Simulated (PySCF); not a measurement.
## Zr²⁺ (zirconium, charge +2) across methods

[Kr] 4d1 5p1, one real determinant (an excited configuration). All numbers are calculated (PySCF 2.14, the spin-free X2C one-electron Hamiltonian (Gaussian nucleus), in Sapporo-DKH3-DZP-2012).

```csv
method,E (hartree),mean ε 4p β (eV),mean ε 4d α (eV),mean ε 5p α (eV),Σ⟨r²⟩ (bohr²),⟨S²⟩
PBE,-3596.70,-50.936,-21.570,-14.212,40.15,2.000
M06-2X,-3597.33,-55.315,-23.997,-15.299,40.06,2.000
UHF,-3595.10367,-58.731,-26.400,-15.732,41.20,2.002
PBE0,-3596.77,-53.221,-22.983,-14.707,40.32,2.001
r2SCAN0,-3597.05,-53.770,-23.172,-14.661,40.46,2.001
LC-wPBE,-3596.71,-56.108,-25.816,-16.347,40.30,2.001
r2SCAN,-3597.07,-51.772,-21.839,-14.173,40.41,2.001
r2SCANh,-3597.06,-52.571,-22.371,-14.368,40.43,2.001
LDA,-3592.60,-51.102,-21.466,-14.227,39.97,2.000
```

⟨L²⟩ = 8.01 against 12 for a pure F term, so this real determinant mixes terms.
